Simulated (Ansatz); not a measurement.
Input for Ansatz (an electronic-structure program): R-r2SCAN/def2-TZVPPD on CH2ClN (a complex), monomers drawn apart or pushed together. Files ending in .json are basis or fitting sets from the Basis Set Exchange.

Ansatz 0.2 input:
```yaml
crystal:
  periodic: [false, false, false]
  atoms:
    - {symbol: Cl, position_ang: [-0.34072141, -1.53255421, -0.63115343]}
    - {symbol: H, position_ang: [-0.27153273, -0.80216449, 0.43500010]}
    - {symbol: C, position_ang: [-0.11362151, 0.88057993, 2.88272110]}
    - {symbol: N, position_ang: [-0.17394306, 0.23203297, 1.94241758]}
    - {symbol: H, position_ang: [-0.05722864, 1.48516337, 3.76041393]}
basis:
  gaussian:
    orbitals: def2-TZVPPD.json
hamiltonian:
  xc: {name: r2SCAN}
scf: {lower_state_search: off}
```

Output:

```
WARN ansatz: RAYON_NUM_THREADS=2 ignored (pool sized by the plan → 2); use --threads N
Functional definition: r2SCAN
these checks for a lower state are left out or cut short: stability, starts, cluster_reference, orbital_swaps, neighbouring_geometries, increment
integrals: 0.06 GiB planned
795 factors; their error is unknown
mean field: 0.48 GiB planned
mean field evaluation 1: about -15076.6627 eV, gradient 4.4e1 eV
mean field evaluation 2: about -15067.1416 eV, gradient 7.6e1 eV
mean field evaluation 4: about -15080.5007 eV, gradient 2.4e0 eV
mean field evaluation 8: about -15080.5199 eV, gradient 3.8e-2 eV
mean field evaluation 16: about -15080.5040 eV, gradient 2.5e-5 eV
mean field -15080.50402147 eV, -554.1983008561 hartree, gradient 5.1e-6 eV, S^2 0.000000; 0 other end points of the search recorded, 0 dependent functions left out
reference -15080.50404040 eV, -554.1983015520 hartree; 16, 16 occupied and 143, 143 virtual orbitals, 795 factors
Total energy: -15080.50404040 eV, -554.1983015520 hartree
Checks for a lower state left out: stability, starts, cluster_reference, orbital_swaps, neighbouring_geometries, increment
```

Self-consistency was reached.

Cost: about 2.2 core-seconds (a rough figure).
